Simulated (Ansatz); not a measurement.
Basis-set extrapolation for `N[Si@H](F)S[Si@@H](N)F` (PBE0-D4/def2-TZVP geometry, frozen core, Ansatz). Multiplicity 1, RHF reference.

|  | def2-TZVPP | def2-QZVPP |
| --- | --- | --- |
| HF | -1287.128342 | -1287.173515 |
| MP2 correlation | -1.336254 | -1.452602 |
| CCSD(T) correlation | -1.430734 | not run |

Energies in hartree. Use E(X) = E(∞) + A·exp(−7.88·√X) for Hartree–Fock and E(X) = E(∞) + B·X^(−2.97) for correlation, with X = 3 and 4, and add CCSD(T) minus MP2 of the smaller set to the MP2 limit.

Problem. What is the CCSD(T) energy at the basis-set limit?

Solution. HF limit: -1287.173515 + (-0.045173) × 0.13774 = -1287.17974. MP2 limit: -1.452602 + (-0.116348) × 0.74074 = -1.53879. Higher-order term: -1.430734 − (-1.336254) = -0.09448. Total: -1288.81301 hartree, 159.3 kcal/mol below CCSD(T)/def2-TZVPP.
